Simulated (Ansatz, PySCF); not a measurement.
Molecule: CH3Se, net charge 0, doublet state. It need not be the lowest isomer of its formula. SMILES: C[Se]
Coordinates optimised at B3LYP-D3(BJ)/def2-TZVP (Ansatz, a quantum-chemistry and plane-wave program):
```xyz
5

C      0.7415    -1.2865    -0.3234
Se    -0.2139     0.3661     0.0914
H      1.7858    -1.1116    -0.0572
H      0.6798    -1.5062    -1.3862
H      0.3576    -2.1092     0.2745
```
Charge 0, spin multiplicity 2.

Wanted: atomisation energy (electronic, to ground-state atoms), in eV. Correlated levels leave the core frozen unless marked. UHF or UKS for open shells. No spin-orbit coupling. Frozen are the shells of the preceding noble gas and the d and f shells that filled before the atom's block. Non-relativistic. The coupled-cluster limit lacks core correlation, which all-electron functionals hold. CBS marks a two-point X^-3 extrapolation of the correlation energy; Hartree-Fock from the larger set.

| level | program | atomisation energy (eV) | minus last row |
|---|---|---|---|
| HF/cc-pVDZ | Ansatz | 11.72 | -4.44 |
| HF/def2-TZVPD | PySCF | 11.94 | -4.22 |
| BLYP/def2-TZVPD | Ansatz | 16.06 | -0.10 |
| revPBE-D4/def2-TZVPD | Ansatz + dftd4 | 16.15 | -0.01 |
| BP86-D4/def2-TZVPD | PySCF + dftd4 | 16.77 | 0.61 |
| r2SCAN-D3(BJ)/def2-TZVPD | Ansatz + dftd3 | 16.28 | 0.12 |
| PBE0/def2-QZVPP | Ansatz | 16.25 | 0.09 |
| wB97X/def2-TZVPD | Ansatz | 16.22 | 0.06 |
| PBE-QIDH/def2-TZVPD | Ansatz | 16.02 | -0.14 |
| RPA@PBE/cc-pVTZ | Ansatz | 15.18 | -0.98 |
| MP2/STO-3G | Ansatz | 16.79 | 0.63 |
| CCSD/aug-cc-pVTZ | Ansatz | 15.66 | -0.50 |
| CCSD/cc-pVTZ | Ansatz | 15.56 | -0.60 |
| CCSD(T)/cc-pVQZ | Ansatz | 16.00 | -0.16 |
| CCSD(T)/CBS(cc-pVTZ,cc-pVQZ) | Ansatz | 16.16 | 0.00 |
